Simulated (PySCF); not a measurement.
Basis and Hamiltonian dependence of the ionisation energy of F⁺

F⁺ [He] 2s2 2p4 (3P) → F²⁺ [He] 2s2 2p3 (4S). Calculated with PySCF 2.14 from differences of total energies of unrestricted determinants, without spin-orbit coupling. Values in eV.

```
                                                               basis       Hamiltonian  functions     UHF     PBE    PBE0  MP2 (valence)  CCSD(T) (valence)  CCSD(T) (valence and next inner shell)
                                                          x2c-SVPall     spin-free X2C         14  33.515  35.566  35.399         34.347             34.366                                     n/a
                                                       jorge-DZP-DKH     spin-free X2C         15  33.518  35.605  35.427         34.200             34.220                                     n/a
                                                       aug-cc-pwCVDZ  non-relativistic         27  33.329  35.410  35.227         34.257             34.284                                  34.300
                                                           def2-TZVP  non-relativistic         31  33.409  35.421     n/a         34.598             34.659                                     n/a
                                                         def2-TZVPPD  non-relativistic         40  33.412  35.421  35.258         34.605             34.669                                     n/a
                                                        x2c-QZVPPall     spin-free X2C         57  33.387  35.415  35.246         34.731             34.796                                  34.815
                                                       aug-cc-pwCVTZ  non-relativistic         59  33.374  35.422  35.248         34.633             34.696                                  34.724
                                                         def2-QZVPPD  non-relativistic         66  33.401  35.428  35.259         34.744             34.809                                  34.828
                                                          dyall-av3z     spin-free X2C         71  33.376  35.413  35.242         34.634             34.700                                     n/a
   x2c-QZVPPall with one added diffuse shell each of s, p, d, f type     spin-free X2C         73  33.388  35.416  35.246         34.735             34.801                                  34.820
aug-cc-pCVTZ-DK with one added diffuse shell each of s, p, d, f type     spin-free X2C         75  33.368  35.415  35.241         34.619             34.683                                  34.709
                                                         aug-cc-pVQZ  non-relativistic         80  33.394  35.428  35.257         34.754             34.818                                     n/a
                                                     aug-cc-pCVQZ-DK     spin-free X2C        109  33.381  35.416  35.245         34.756                n/a                                     n/a
                                                         aug-cc-pV5Z  non-relativistic        127  33.395  35.431  35.260         34.818                n/a                                     n/a
```

Extrapolation of MP2 (valence) from aug-cc-pVQZ and aug-cc-pV5Z: the correlation parts are 1.359 and 1.423 eV; with the X⁻³ form and unrounded values, (5³ × 1.423 − 4³ × 1.359)/(5³ − 4³) = 1.490 eV, and adding the Hartree-Fock value 33.395 eV of the larger basis gives 34.885 eV.

Frozen in the all-electron rows: valence: 1s2; valence and next inner shell: nothing.

Reference for a calculation without spin-orbit coupling: 34.950 eV (measured, between term centres; NIST).
